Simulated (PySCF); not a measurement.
A structure optimised at PBE0-D3(BJ)/def2-SVP, used in a PySCF frequency run:

```
O
C 1 1.4073
H 2 1.0991 1 108.40
H 2 1.1022 3 108.52 1 -120.64
H 2 1.1036 3 108.69 4 -117.88
Si 1 1.6262 2 126.76 3 162.84
F 6 1.6015 1 105.46 2 -175.42
F 6 1.6059 7 107.57 1 119.61
S 6 2.1114 7 112.62 1 -124.60
H 9 1.3521 6 92.58 7 65.10
```
Charge 0, spin multiplicity 1.

Q: Write its SMILES and formula.

A: CO[Si](F)(F)S, CH₄F₂OSSi

Q: What are its rotational constants (standard atomic weights)?

A: 2.4379, 2.0156, 1.5662 GHz
